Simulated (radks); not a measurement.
The numbers below are computed, except where a source is named.
Task: The boron ion B4+, 1s1. Level of theory: non-relativistic Kohn-Sham, exchange-only PBE, spin-polarised, spherical densities, point nucleus (a radial shooting solver on a logarithmic mesh with Libxc functionals). Every spin shell is full or empty, so the densities are truly spherical. Functionals are evaluated on that one density, not self-consistently. Rank these exchange functionals by their error against the exact value of the orbitals, and give that value: LDA, PBE, revPBE, RPBE, AM05, SOGGA, G96, APBE, r2SCAN, Tao-Mo, TASK, MVS.

Result: Exact: -1.55604 hartree. From best to worst, with 100 (|E| - |E exact|)/|E exact| (equal figures are ties): TASK +0.05, r2SCAN +0.05, MVS +0.05, Tao-Mo +0.06, RPBE -0.32, G96 -0.34, APBE -0.46, revPBE -0.54, PBE -2.00, SOGGA -6.49, AM05 -10.98, LDA -14.19.
